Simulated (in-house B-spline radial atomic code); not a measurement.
**The bromine ion Br⁶⁺: [Ar] 3d10 4s1**

All numbers are computed (non-relativistic BP86, spin-polarised, spherical fractional occupations; point nucleus) with an all-electron radial atomic-structure program (B-spline basis), not measured.

Screening seen three ways: the hydrogenic charge with the same mean radius, Z_r = [3n² - l(l+1)]/(2<r>), the one with the same energy, Z_e = n√(-2ε), and Slater's rules. Values are occupation-weighted means over spin.

```
shell  electrons   ε (eV)  <r> (bohr)    Z_r    Z_e  Slater
   1s          2   -13184     0.04368  34.34  31.13   34.70
   2s          2  -1772.9      0.1937  30.98  22.83   30.85
   2p          6  -1607.3      0.1671  29.92  21.74   30.85
   3s          2  -319.08      0.5608  24.07  14.53   23.75
   3p          6  -261.04       0.566  22.08  13.14   23.75
   3d         10  -157.41      0.5771  18.19  10.20   13.85
   4s          1  -95.624       1.441  16.66  10.60    9.70
```

The least bound orbital is 4s up at -95.62 eV, and it is also the most diffuse (<r> = 1.441 bohr).

The density falls to 0.001 bohr⁻³ at 2.525 bohr; Σ<r²> = 9.6819 bohr² gives, by the non-relativistic formula and without the paramagnetism of open shells, a Langevin diamagnetic susceptibility of -7.668×10⁻⁶ cm³/mol.
